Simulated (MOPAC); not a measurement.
Job for MOPAC: AM1 on CS-, 2S+1 = 2, a spin state set in the input, which need not be the lowest, a point of a bond scan (R = 1.778 Å). Charge -1.

```
AM1 1SCF PRECISE CHARGE=-1 UHF MS=0.5 THREADS=1
CS

C      0.00000000 1     0.00000000 1     0.00000000 1
S      0.00000000 1     0.00000000 1     1.77808600 1
```

Output:

```
*******************************************************************************
 **                                                                           **
 **                              MOPAC v23.2.5                                **
 **                                                                           **
 *******************************************************************************
 ** MOPAC's Digital Object Identifier: https://doi.org/10.5281/zenodo.6511958 **
 **                                                                           **
 ** Please cite the open-source release paper for use of this MOPAC version:  **
 ** J. E. Moussa and J. J. P. Stewart (2026)                                  **
 ** MOPAC: An open-source semiempirical molecular orbital program             **
 ** J. Open Source Softw., 11(119), 8025, https://doi.org/10.21105/joss.08025 **
 *******************************************************************************

                              AM1 CALCULATION RESULTS

 *******************************************************************************
 *  AM1        - The AM1 Hamiltonian to be used
 *  UHF        - UNRESTRICTED HARTREE-FOCK CALCULATION
 *
 *
 *
 *                 CHARGE ON SYSTEM = -1
 *
 *
 *
 *  MS=        - IN MECI, MAGNETIC COMPONENT OF SPIN =  0.5
 *  PRECISE    - TIGHTER CRITERIA TO BE USED
 *  1SCF       - DO 1 SCF AND THEN STOP
 *  THREADS=1  - MULTI-THREADING NOT USED
 *  T=         - A TIME OF 172800.0 SECONDS REQUESTED
 *  DUMP=N     - RESTART FILE WRITTEN EVERY 7200.0 SECONDS REQUESTED
 *******************************************************************************
AM1 1SCF PRECISE CHARGE=-1 UHF MS=0.5 THREADS=1
 CS

   ATOM   CHEMICAL          X               Y               Z
  NUMBER   SYMBOL      (ANGSTROMS)     (ANGSTROMS)     (ANGSTROMS)

     1       C          0.00000000  *   0.00000000  *   0.00000000  *
     2       S          0.00000000  *   0.00000000  *   1.77808600  *



          CARTESIAN COORDINATES

    NO.       ATOM           X           Y           Z

     1         C          0.0000      0.0000      0.0000
     2         S          0.0000      0.0000      1.7781

  C: (AM1): M.J.S. DEWAR ET AL, J. AM. CHEM. SOC. 107 3902-3909 (1985)
  S: (AM1): M.J.S. DEWAR, Y-C YUAN, INORGANIC CHEMISTRY, 29, 3881:3890,  (1990)

           Empirical Formula: C S  =     2 atoms



      MOLECULAR POINT GROUP   :   C*v


          UHF CALCULATION, NO. OF ALPHA ELECTRONS =    6
                           NO. OF BETA  ELECTRONS =    5

 -------------------------------------------------------------------------------
 AM1 1SCF PRECISE CHARGE=-1 UHF MS=0.5 THREADS=1
 CS



     1SCF WAS SPECIFIED, SO BFGS WAS NOT USED
     SCF FIELD WAS ACHIEVED


                              AM1 CALCULATION
                                                       MOPAC v23.2.5 Linux




          FINAL HEAT OF FORMATION =         88.01373 KCAL/MOL =     368.24944 KJ/MOL


          COSMO AREA              =         77.50 SQUARE ANGSTROMS
          COSMO VOLUME            =         61.06 CUBIC ANGSTROMS

          IONIZATION POTENTIAL    =          2.036429 EV
          ALPHA SOMO LUMO (EV)    =         -2.036  5.771
          BETA  SOMO LUMO (EV)    =         -3.713  6.560
          NO. OF ALPHA ELECTRONS  =          6
          NO. OF BETA  ELECTRONS  =          5
          MOLECULAR WEIGHT        =         44.0710         POINT GROUP:  C*v

          MOLECULAR DIMENSIONS (Angstroms)

            Atom       Atom       Distance
            S     2    C     1     1.77809
            S     2    C     1     0.00000
            C     1    S     2     0.00000


          SCF CALCULATIONS        =          1





   ATOM   CHEMICAL          X               Y               Z
  NUMBER   SYMBOL      (ANGSTROMS)     (ANGSTROMS)     (ANGSTROMS)

     1       C          0.00000000  *   0.00000000  *   0.00000000  *
     2       S          0.00000000  *   0.00000000  *   1.77808600  *

                             CARTESIAN COORDINATES

   1    C        0.000000000     0.000000000     0.000000000
   2    S        0.000000000     0.000000000     1.778086000


           Empirical Formula: C S  =     2 atoms



      MOLECULAR POINT GROUP   :   C*v


          ALPHA EIGENVALUES
 -18.02119  -8.81939  -5.05990  -4.62745  -4.21858  -2.03643   5.77082   7.80148


           BETA EIGENVALUES
 -16.44452  -8.43185  -4.24402  -4.14026  -3.71295   6.55965   7.58102   8.47114


              NET ATOMIC CHARGES AND DIPOLE CONTRIBUTIONS

  ATOM NO.   TYPE          CHARGE      No. of ELECS.   s-Pop       p-Pop
    1          C          -0.238080        4.2381     1.87064     2.36744
    2          S          -0.761920        6.7619     1.93281     4.82911
 DIPOLE           X         Y         Z       TOTAL
 POINT-CHG.     0.000     0.000    -0.294     0.294
 HYBRID        -0.000    -0.000     0.502     0.502
 SUM           -0.000    -0.000     0.208     0.208


          ATOMIC ORBITAL ELECTRON POPULATIONS

     Atom    s        px        py        pz
    1  C   1.87064   1.09719   0.31425   0.95601
    2  S   1.93281   1.90281   1.68575   1.24054


                    (SZ)    =    0.500000
                    (S**2)  =    0.761516


          ATOMIC ORBITAL SPIN POPULATIONS

    Atom   Total    s     px     py     pz
         Atomic
    1  C  1.0038  0.019  0.903  0.070  0.012
    2  S -0.0038  0.002  0.097 -0.070 -0.033

 **********************
 *                    *
 * JOB ENDED NORMALLY *
 *                    *
 **********************




 == MOPAC DONE ==
```

The run finished.

Cost: roughly 0.020 core-seconds.
